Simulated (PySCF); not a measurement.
## SMILES Fc1ccc2[nH]ccc2c1, C8H6FN

Geometry:
| atom | x (Å) | y (Å) | z (Å) |
| --- | --- | --- | --- |
| F1 | -3.249 | 1.183 | 0.391 |
| C2 | -2.057 | 0.588 | 0.263 |
| C3 | -2.036 | -0.790 | -0.008 |
| C4 | -0.825 | -1.450 | -0.152 |
| C5 | 0.349 | -0.702 | -0.019 |
| N6 | 1.666 | -1.079 | -0.107 |
| C7 | 2.468 | 0.014 | 0.098 |
| C8 | 1.692 | 1.123 | 0.324 |
| C9 | 0.327 | 0.693 | 0.255 |
| C10 | -0.911 | 1.345 | 0.397 |
| H11 | -2.986 | -1.318 | -0.101 |
| H12 | -0.797 | -2.521 | -0.363 |
| H13 | 1.993 | -2.015 | -0.294 |
| H14 | 3.552 | -0.080 | 0.068 |
| H15 | 2.054 | 2.130 | 0.518 |
| H16 | -0.985 | 2.413 | 0.607 |

The calculation used PySCF, quadratic response CAM-B3LYP/aug-cc-pVDZ first hyperpolarisability, Taylor convention, gas phase. Geometry: PBE0-D3(BJ)/def2-SVP.

**Question.** Give the tensor of the second harmonic β(−2ω;ω,ω) at 1907 nm in the axes of these coordinates.

**Answer.** In au, Taylor convention; rows are the first index (the induced dipole):
|  | xx | yy | zz | xy | xz | yz |
| --- | --- | --- | --- | --- | --- | --- |
| x | -39.2 | -31.1 | -52.8 | +67.8 | +12.4 | +3.4 |
| y | +63.6 | -2.5 | -10.9 | -32.4 | +3.2 | +4.5 |
| z | +11.6 | +4.5 | -5.3 | +3.1 | -52.5 | -10.9 |

Norm of βᵢ = ⅓ Σⱼ (βᵢⱼⱼ + βⱼᵢⱼ + βⱼⱼᵢ): 135.1 au, hyper-Rayleigh value 62.9 au.
